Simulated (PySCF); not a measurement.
In(vinyl)3, C₆H₉In.
Bonds: In1–C2, In1–C7, In1–C12, C2–C3, C7–C8, C12–C13. Hydrogens: H4 on C2; H5, H6 on C3; H9 on C7; H10, H11 on C8; H14 on C12; H15, H16 on C13.

Computed with PySCF, PBE0-D3(BJ)/def2-SVP geometry optimisation, gas phase, def2 core potentials past Kr.

(1) How far are the bound atoms from In1?

(2) List the angles at In1.

(3) What is the shape at In1?

(4) What are the other bond lengths?

(5) Give some angles away from the centre.

(6) What are the rotational constants (commonest isotopes, rigid rotor)?

Results:

(1) 3 atoms: C7 2.148 Å, C2 2.151 Å, C12 2.152 Å. The nearest atom not counted as bound is H9, at 2.86 Å (others tie with it).

(2) 
```
     angle  degrees  distance of the outer atoms (Å)
 C2–In1–C7    122.9                             3.78
C7–In1–C12    120.5                             3.73
C2–In1–C12    116.6                             3.66
```

(3) Planar: angles 122.9°, 120.5° and 116.6°, sum 360.0°, 0.00 Å off the plane of its three neighbours.

(4) C2–C3, C7–C8, C12–C13 1.340 Å; C2–H4, C7–H9, C12–H14 1.098 Å; C3–H5, C8–H10, C13–H15 1.097 Å; C3–H6 1.099 Å; C8–H11 1.099 Å; C13–H16 1.099 Å.

(5) In1–C2–C3 122.0°.

(6) A = 2377, B = 1262, C = 835.7 MHz: an asymmetric top.

Point group: C1 (no symmetry element, even within 0.4 Å). Charge 0, singlet. No PBE0-D3(BJ)/def2-SVP frequencies stand behind this structure, so it isn't proved a minimum.

One conformer stands for the species.
